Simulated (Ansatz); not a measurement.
FH₃O₂Si₂ (`O[Si]1(F)O[SiH2]1`). Charge 0, multiplicity 1.

```xyz
8

O     1.568    0.697   -1.099
Si    0.696   -0.091    0.017
F     1.723   -0.888    0.934
O    -0.379    0.841    0.854
Si   -1.471   -0.279    0.140
H     2.504    0.499   -1.161
H    -2.206   -1.117    1.120
H    -2.435    0.339   -0.804
```

(1) List the harmonic frequencies (cm⁻¹, unscaled) at PBE0-D4/def2-TZVP in Ansatz. (An estimate is asked.)

(2) Is this a minimum?

(3) Give the ideal-gas thermochemistry at 298.15 K and 1 bar (rigid rotor, harmonic oscillator; point group C1, symmetry number 1).

Answers

(1) Ansatz gave: 133, 181, 271, 291, 294, 465, 509, 626, 637, 758, 796, 889, 947, 965, 1035, 2229, 2242, 3913.

(2) Yes, all 18 modes are real.

(3) Zero-point energy 102.8 kJ/mol; H(298) − E = 122.4 kJ/mol; entropy 333.2 J/(mol·K), of which translation 167.5, rotation 112.1, vibration 53.7; G(298) − E = 23.0 kJ/mol.
